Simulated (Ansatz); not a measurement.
`[CH3][Cd][Br]` and `[CH3][Cd][Cl]` differ in one element.

Ansatz, PBE0-D4/def2-TZVP geometries, multiplicity 1. 

Elements past krypton have def2 core potentials. Scalar relativity is left out up to krypton.

| property | `[CH3][Cd][Br]` |
| --- | --- |
| HOMO energy (ωB97M-V/def2-TZVPP) / eV | -10.11 |
| LUMO energy (B3LYP/def2-TZVPP) / eV | -1.23 |
| HOMO energy (PBE0/def2-TZVPP) / eV | -7.88 |
| size of the dipole moment (PBE/def2-TZVPP) / D | 2.98 |
| LUMO energy (PBE0/def2-TZVPP) / eV | -0.92 |
| LUMO energy (PBE/def2-TZVPP) / eV | -1.74 |

(1) What does the change do to each property? (An estimate is asked.)

Answers

(1) The calculation gave: 
| property | `[CH3][Cd][Cl]` | shift |
| --- | --- | --- |
| HOMO energy (ωB97M-V/def2-TZVPP) / eV | -10.42 | -0.31 |
| LUMO energy (B3LYP/def2-TZVPP) / eV | -1.14 | 0.09 |
| HOMO energy (PBE0/def2-TZVPP) / eV | -8.29 | -0.41 |
| size of the dipole moment (PBE/def2-TZVPP) / D | 3.10 | 0.12 |
| LUMO energy (PBE0/def2-TZVPP) / eV | -0.82 | 0.10 |
| LUMO energy (PBE/def2-TZVPP) / eV | -1.65 | 0.09 |

With PBE0 the HOMO falls by 0.41 eV and the LUMO rises by 0.10 eV, so the gap widens by about 0.51 eV. PBE moves the HOMO by -0.32 eV and ωB97M-V by -0.31 eV. Dipoles are sizes alone; their direction can turn.

B3LYP here is the variant with VWN-RPA as its local correlation; programs differ in this.

Spin–orbit coupling is left out; it splits and shifts lone-pair levels of the heavy atoms by tenths of an eV.
